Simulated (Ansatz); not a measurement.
`O[SiH]1BN1` + H₂ → `B1N[SiH2]1` + H₂O at 298.15 K and 1 bar (hydrogenolysis of the Si–O bond).

Computed with Ansatz on PBE0-D4/def2-TZVP structures; ΔE is electronic, products minus reactants. CCSD(T)/CBS adds triple-zeta CCSD(T) − MP2 to the extrapolated MP2 energy (def2 sets, frozen cores). This one scheme is used for every species. One conformer a species, not always the lowest.

```
     species  CCSD(T)/CBS energy (Eh)  H − E (kJ/mol)  S (J/(mol·K))
`O[SiH]1BN1`               -446.20554           150.9          295.6
          H₂                 -1.17544            35.1          130.4
`B1N[SiH2]1`               -370.97252           130.3          266.7
         H₂O                -76.37941            66.4          188.7
```

H − E and S are ideal-gas, rigid-rotor, harmonic terms from PBE0-D4/def2-TZVP, for one conformer and one mirror image of each species. The MP2-based limit puts H₂ 0.8 mEh under its directly extrapolated value; such offsets cancel only in part. 1 Eh = 2625.50 kJ/mol, R = 8.31446 J/(mol·K).

By hand: ΔE, ΔH, ΔS and ΔG.

ΔE = (-370.97252) + (-76.37941) − (-446.20554) − (-1.17544) = 0.02905 Eh = 76.3 kJ/mol. Δ(H − E) = 130.3 + 66.4 − 150.9 − 35.1 = 10.7, so ΔH = 87.0 kJ/mol. ΔS = 266.7 + 188.7 − 295.6 − 130.4 = 29.4 J/(mol·K). ΔG = 87.0 − 298.15 × (29.4)/1000 = 78.2 kJ/mol.

By hand: the equilibrium constant, and the temperature at which ΔG would vanish if ΔH and ΔS stayed fixed.

log₁₀ K = −ΔG/(RT ln 10) = -13.7. ΔG = 0 at ΔH/ΔS = 2959 K, far beyond where these terms or the molecules hold.

ΔH outweighs TΔS. A doubt of 5 kJ/mol in ΔE shifts log₁₀ K by 0.9 here. Other conformers and mirror images would add mixing entropy, several J/(mol·K) or more a flexible species. These are equilibria of isolated gas molecules and say nothing of rates. Largest T1 diagnostic: 0.014 (customary marks: 0.02 for closed shells, 0.045 for open ones).
